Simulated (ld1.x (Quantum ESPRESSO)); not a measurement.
**tin (Sn): excitation energies, all-electron against TM**

Sn (Z = 50), norm-conserving Troullier–Martins (Kleinman–Bylander form), made with ld1.x (Quantum ESPRESSO) 7.5 (LDA (PZ), fully relativistic). Core [Kr], reference 4d10 5s2 5p2. Waves: 5s (bound): rc 2.15 bohr; 5p (bound): rc 1.80 bohr; 4d (bound): rc 1.20 bohr. Local part: all-electron potential smoothed inside 0.95 bohr (lloc = -1). Core correction: none.

Open shells are filled in proportion to 2j + 1 (rel_dist='average').

Energies are relative to the spin-unpolarised reference configuration 4d10 5s2 5p2; without spin polarisation the order of configurations can differ from experiment. Not all tests gave a result: 2 of 7 tests not solved or not reliable. Left out of the table: 4d10 5s1 5p0 (solver errors, printed error -5.0 eV); 4d9 5s2 5p3 (solver errors, printed error -1736 eV).

Give the all-electron excitation energy and the error of the potential for: 4d10 5s2 5p1; 4d10 5s2 5p0; 4d10 5s0 5p0; 4d10 5s1 5p2; 4d10 5s2 5p2.3.

| valence configuration | charge | ΔE all-electron (eV) | error AE − PS (meV) |
| --- | --- | --- | --- |
| 4d10 5s2 5p1 | +1 | 7.112 | +3.0 |
| 4d10 5s2 5p0 | +2 | 21.395 | +16 |
| 4d10 5s0 5p0 | +4 | 94.401 | +59 |
| 4d10 5s1 5p2 | +1 | 14.826 | +9.4 |
| 4d10 5s2 5p2.3 | -0.3 | -0.903 | +0.2 |

Levels in the configuration 4d10 5s0 5p0:

| level | all-electron (eV) | pseudo (eV) |
| --- | --- | --- |
| 4d j=3/2 | -68.531 | -68.269 |
| 4d j=5/2 | -67.443 | -67.189 |

Note: ghost states, extra bound levels that the all-electron valence spectrum of the same l lacks: s at -402.6 eV, p1/2 at -139.7 eV, p3/2 at -129.9 eV. A true bound ghost makes a file unfit for plane-wave use.
